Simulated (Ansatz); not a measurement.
Molecule: C₂H₈ClSi₂ (charge 0, doublet). It need not be the lowest isomer of its formula. SMILES: Cl[SiH2][Si](C)C
Coordinates optimised at B3LYP-D3(BJ)/def2-TZVP (Ansatz, a program for electronic structure):
```xyz
13

C     -1.8185     1.3462     0.3036
Si    -1.1693    -0.3164    -0.3013
C     -2.2426    -1.7424     0.3150
Si     1.0840    -0.5976     0.2466
Cl     2.1043     1.1004    -0.4025
H     -2.8190     1.5401    -0.0878
H     -1.1627     2.1576    -0.0134
H     -1.8761     1.3613     1.3963
H     -3.2664    -1.6390    -0.0502
H     -2.2776    -1.7541     1.4087
H     -1.8597    -2.7064    -0.0227
H      1.6801    -1.7703    -0.4340
H      1.3685    -0.7240     1.6997
```
Charge 0, spin multiplicity 2.

Computed values are from Ansatz. Correlated levels leave the core frozen unless marked. UHF or UKS for open shells. Spin-orbit coupling is left out. No relativistic terms. CBS marks a two-point X^-3 extrapolation of the correlation energy; Hartree-Fock from the larger set.

```yaml
atomisation energy De: 1064.8 kcal/mol at CCSD(T)/CBS(cc-pV(T+d)Z,cc-pV(Q+d)Z)
total_energy: -1118.8617 Eh at CCSD(T)/CBS(cc-pV(T+d)Z,cc-pV(Q+d)Z)
dipole_moment: 2.49 D at CCSD(T)/aug-cc-pV(D+d)Z
T1 diagnostic: 0.012 at CCSD/cc-pV(Q+d)Z
```
